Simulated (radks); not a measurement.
Removal energies from the germanium ion Ge7+, [Ar] 3d7, by Delta-SCF beside the eigenvalue of the level emptied. Calculated with a radial shooting solver on a logarithmic mesh with Libxc functionals: scalar-relativistic Kohn-Sham, BLYP, spin-polarised, spherical densities, finite nucleus; Fermi nuclear charge, rms radius of each element as measured or else 0.836 A^(1/3) + 0.57 fm. Open shells are filled with parallel spins first.

| removed from | final configuration | Delta-SCF (eV) | -eigenvalue (eV) |
|---|---|---|---|
| 3d | [Ar] 3d6 | 176.10 | 160.64 |
| 3p | [Ne] 3s2 3p5 3d7 | 264.23 | 248.71 |
| 3s | [Ne] 3s1 3p6 3d7 | 318.00 | 302.30 |
| 2p | [He] 2s2 2p5 3s2 3p6 3d7 | 1387.9 | 1345.8 |
